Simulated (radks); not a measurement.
Ag, 47 electrons, occupied as [Kr] 4d10 5s1.

Method: Dirac Kohn-Sham, PBE, spin-unpolarised, spherical densities, finite nucleus; Fermi nuclear charge, rms radius 4.5454 fm; computed with a radial shooting solver on a logarithmic mesh with Libxc functionals.

Energy parts (Ry):
total: -10634.26136
kinetic: 11128.59900
electron-nucleus: -25789.60806
Hartree: 4325.62569
exchange-correlation: -298.87799

Orbitals (lengths in bohr, moments of r in powers of bohr; r(max) is where P^2 peaks):
orbital,occ.,eigenvalue (Ry),<r^4>,r(max),small-component weight
1s1/2,2,-1860.567,4.451e-06,0.02015,2.96e-02
2s1/2,2,-273.8725,0.0007902,0.1141,6.20e-03
2p1/2,2,-254.5095,0.0005147,0.08819,6.22e-03
2p3/2,4,-241.6233,0.0005933,0.09244,5.97e-03
3s1/2,2,-50.21081,0.03701,0.3328,1.75e-03
3p1/2,2,-42.50767,0.03667,0.3192,1.69e-03
3p3/2,4,-40.23352,0.04107,0.3291,1.62e-03
3d3/2,4,-26.59763,0.03725,0.2722,1.51e-03
3d5/2,6,-26.13968,0.03862,0.2750,1.49e-03
4s1/2,2,-6.98163,1.345,0.8229,4.41e-04
4p1/2,2,-4.56019,1.928,0.8602,3.83e-04
4p3/2,4,-4.18651,2.202,0.8852,3.63e-04
4d3/2,4,-0.57200,13.83,1.030,2.08e-04
4d5/2,6,-0.53108,15.24,1.042,2.02e-04
5s1/2,1,-0.32382,244.3,2.502,3.64e-05

The highest occupied level is 5s1/2 at -4.406 eV. Summed over all electrons, <r^2> = 48.43 bohr^2, which gives a Langevin (diamagnetic) susceptibility term of -38.4 x 10^-6 cm^3/mol. The density falls to 0.001 e/bohr^3 at r = 4.26 bohr.
